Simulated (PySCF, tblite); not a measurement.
C3H10OSSi2.
Geometry (GFN2-xTB, Å), atoms numbered from 1 in this order:
```
atom  x, y, z in Å
Si1    2.322   -0.962    0.758
S2     2.481    0.216   -1.071
Si3    0.597    1.156   -1.287
C4    -0.749   -0.118   -0.835
C5    -2.001    0.410   -0.124
C6    -1.406   -0.250    1.119
O7    -0.348   -0.831    0.362
H8     1.739   -0.137    1.804
H9     3.747   -1.136    1.029
H10    1.716   -2.243    0.456
H11    0.457    1.569   -2.674
H12    0.470    2.279   -0.358
H13   -0.951   -0.830   -1.640
H14   -2.105    1.491   -0.085
H15   -2.934   -0.034   -0.462
H16   -1.026    0.447    1.873
H17   -2.016   -1.015    1.607
```

Computed with CAM-B3LYP/def2-SVPD in PySCF (dipole) on a GFN2-xTB geometry, gas phase.

Take the most abundant isotopes and a rigid rotor. The values belong to one conformer with, in the numbering `[SiH3:1][S:2][SiH2:3][C@@H:4]1[CH2:5][CH2:6][O:7]1`, Si1–S2–Si3–C4 -41°, S2–Si3–C4–C5 145°.

Q: What are A, B and C (MHz)?

A: Ia = 225.90, Ib = 434.89, Ic = 613.17 u·Å²; 505379 MHz·u·Å²/I gives A = 2237, B = 1162, C = 824.2 MHz.

Q: What kind of rotor is it?

A: An asymmetric top; Ray's κ = -0.522.

Q: What does the inertial defect say?

A: Not planar: Δ = Ic − Ia − Ib = -47.61 u·Å². For a rigid frame Δ = −2 Σ m c², so Σ m c² = 23.81 u·Å² lies off the ab plane: 12.39 from hydrogen and 11.41 from heavier atoms. The atom farthest from that plane is 1.70 Å away.

Q: Which lines would a microwave search look for?

A: The dipole components are |μa| = 3.64 D, |μb| = 0.17 D, |μc| = 0.40 D. Intensities carry the squares of the components, which stand as 1.00 : 0.00 : 0.01 (a : b : c). Some lines, for components of 0.1 D or more:

```tsv
type	branch	J(Ka,Kc)	MHz	lower level (cm⁻¹)
a	Q	3(2,1) ← 3(2,2)	323	0.564
a	Q	1(1,0) ← 1(1,1)	338	0.102
c	Q	3(1,3) ← 3(0,3)	515	0.387
a	Q	2(1,1) ← 2(1,2)	1014	0.223
b	Q	1(1,0) ← 1(0,1)	1413	0.066
b	Q	2(1,1) ← 2(0,2)	1819	0.197
b	Q	3(1,2) ← 3(0,3)	2533	0.387
b	R	2(0,2) ← 1(1,1)	2830	0.102
b	Q	3(2,1) ← 3(1,2)	3089	0.471
c	Q	2(2,1) ← 2(1,1)	3225	0.257
a	R	2(1,2) ← 1(1,1)	3635	0.102
a	R	2(0,2) ← 1(0,1)	3905	0.066
b	Q	2(2,1) ← 2(1,2)	4239	0.223
a	R	2(1,1) ← 1(1,0)	4310	0.113
b	R	2(1,2) ← 1(0,1)	4710	0.066
c	Q	3(3,1) ← 3(2,1)	5936	0.574
b	Q	3(3,0) ← 3(2,1)	5944	0.574
b	R	3(1,3) ← 2(0,2)	6218	0.197
c	R	2(2,0) ← 1(1,0)	7604	0.113
b	R	2(2,0) ← 1(1,1)	7941	0.102
b	R	3(2,2) ← 2(1,1)	9184	0.257
c	R	3(2,2) ← 2(1,2)	10198	0.223
c	R	3(3,1) ← 2(2,1)	12218	0.365
b	R	3(3,0) ← 2(2,1)	12227	0.365
```

Q: Estimate the classical rotational partition function at 25 K, 200 K and 298.15 K.

A: Point group C1, symmetry number σ = 1; q = (√π/σ)·√((kT/h)³/(ABC)), k/h = 20836.6 MHz/K: 14400 at 25 K, 326000 at 200 K, 593000 at 298.15 K.

Its GFN2-xTB frequencies are all real (lowest 39 cm⁻¹). No vibrational averaging or centrifugal distortion is included, and the geometry carries the error of its method. A rigid rotor knows nothing of internal rotation, which can split or shift real lines.
